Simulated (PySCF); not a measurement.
Spectrum to structure. The calculation used TDDFT CAM-B3LYP/def2-SVPD, vertical, gas phase, core orbitals frozen in the response in PySCF 2.14.0, density-fitted response routines. Geometries: GFN2-xTB, one conformer each.

| state | E (eV) | λ (nm) | f |
| --- | --- | --- | --- |
| S1 | 6.02 | 205.8 | 0.0046 |
| S2 | 6.54 | 189.5 | 0.078 |
| S3 | 6.87 | 180.6 | 0.013 |
| S4 | 6.97 | 177.8 | 0.043 |
| S5 | 7.05 | 175.8 | 0.0094 |
| S6 | 7.21 | 171.9 | 0.0020 |
| S7 | 7.30 | 169.8 | 0.0022 |
| S8 | 7.48 | 165.7 | 0.0003 |

Triplets computed (Tamm–Dancoff): 4.47, 5.63, 5.94 eV.

Orbital energies (eV): HOMO-3 -12.21, HOMO-2 -9.86, HOMO-1 -9.79, HOMO -8.11, LUMO 0.67, LUMO+1 0.98, LUMO+2 1.44.

Task: Which structure fits? All have the formula C3H5FN2Si.
A. `c1cn(nc1F)[SiH3]`
B. `FC1=NC=CN1[SiH3]`
C. `N#C[C@@H](F)/C=N/[SiH3]`
D. `N#C/C(CF)=N/[SiH3]`

Result: B. Its S1 lies at 6.02 eV; the nearest of the others has S1 at 6.57 eV. S1 is HOMO→LUMO (92%). Löwdin shares by element: HOMO carbon 69%, nitrogen 9% or more (atoms not listed hold the other 22%); LUMO silicon 42%, hydrogen 34% or more (atoms not listed hold the other 25%). At the same level the other candidates give, for their lowest levels:
- `Fc1ccn([SiH3])n1`: 6.57 eV (f 0.169); 6.81 eV (f 0.002); 6.93 eV (f 0.068); 7.06 eV (f 0.011); 7.08 eV (f 0.011); T1 4.67 eV; HOMO -8.81, LUMO 0.84 eV
- `N#C[C@@H](F)/C=N/[SiH3]`: 4.16 eV (f 0.001); 6.61 eV (f 0.007); 6.86 eV (f 0.014); 7.31 eV (f 0.000); 7.48 eV (f 0.398); T1 3.57 eV; HOMO -9.26, LUMO -0.57 eV
- `N#C/C(CF)=N/[SiH3]`: 3.79 eV (f 0.000); 6.40 eV (f 0.000); 6.49 eV (f 0.320); 6.72 eV (f 0.109); 7.34 eV (f 0.009); T1 3.22 eV; HOMO -9.38, LUMO -1.21 eV
